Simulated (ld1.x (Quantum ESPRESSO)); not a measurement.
## beryllium: one change to a PAW potential, before and after

Be (Z = 4), PAW, made with ld1.x (Quantum ESPRESSO) 7.5 (PBE, scalar-relativistic). Core none, reference 1s2 2s2 2p0. Waves: 1s (bound): rcut 0.65, rcutus 0.70 bohr; 2s (bound): rcut 0.65, rcutus 0.70 bohr; 2p (bound, empty): rcut 3.20, rcutus 3.80 bohr; 2p channel at 1.25 Ry: rcut 3.20, rcutus 3.80 bohr. Local part: all-electron potential smoothed inside 1.95 bohr (lloc = -1). Core correction: none. Augmentation charge: BESSEL, radius 0.65 bohr.

Change: waves 1s (bound): rcut 0.65, rcutus 0.84 bohr; 2s (bound): rcut 0.65, rcutus 0.84 bohr.

Cutoffs: the cutoffs (Ry, on a coarse ladder) from which the occupation-weighted sum of valence levels, in a spherical-Bessel basis at the reference potential, stays within 10 and 1 mRy of its value at 400 Ry; they do not see the model core or the augmentation charge, which bear on the density cutoff. Errors are all-electron minus pseudo energies relative to the spin-unpolarised reference configuration.

Q: Predict the effect on cutoff, ghosts and configuration errors.

A: The potential gets softer (140 Ry and 180 Ry → 120 Ry and 160 Ry); the number of tests that count goes from 7 to 2 (the test run of the changed file stopped, so its transferability is not established); neither file shows a bound ghost at the reference potential, the only one tested. A larger radius leaves more room for a smooth pseudo-wave, so fewer plane waves are needed.

```csv
quantity,base,changed
"cutoff, loose",140 Ry,120 Ry
"cutoff, tight",180 Ry,160 Ry
bound ghosts,none,none
"tests counted (converged, no solver errors)",7 of 7,2 of 7 (the test run stopped)
"error for 1s2 2s1 2p0, meV [ΔE 9.55 eV]",-0.2,-0.3
"error for 1s2 2s1.5 2p0, meV [ΔE 3.76 eV]",-0.1,-0.1
s: phases at 4.09 bohr within 0.05 rad from the reference energy up to (Ry; the scan ends near 5),3.6,3.6
p: phases at 4.09 bohr within 0.05 rad from the reference energy up to (Ry; the scan ends near 5),2.4,2.4
lowest overlap eigenvalue by channel,"s 0.68, p 0.80","s 0.23, p 0.80"
```

Changed file: Tests not counted: 1s2 2s0 2p0 (solver errors, printed error -106 eV).
